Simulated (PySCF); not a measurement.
## How methods differ on the interval between two levels of Mo²⁺

Mo²⁺ [Kr] 4d4 [5D4, M_J = 4] → Mo²⁺ [Kr] 4d3 5s1 [5F5, M_J = 5], as a difference of total energies. Calculation: PySCF 2.14, in x2c-TZVPall-2c; the two-component X2C-1e Hamiltonian. Correlated levels: [Ar] 3d10 frozen; the 6 highest virtual spinors dropped. "Screened" scales the spin-orbit matrix elements by Boettger's factors to mimic the two-electron term; Breit and QED terms are absent.

```tsv
method	interval between two levels (cm⁻¹)
GHF (spin-free)	32814
GMP2 (spin-free)	31788
GHF (screened spin-orbit)	33247
GMP2 (screened spin-orbit)	32252
```

The labels give the starting determinants; with spin-orbit coupling the two ends relaxed to ⟨J²⟩ = 20.01, ⟨L²⟩ = 6.05, ⟨S²⟩ = 5.99 and ⟨J²⟩ = 30.01, ⟨L²⟩ = 12.07, ⟨S²⟩ = 5.98.
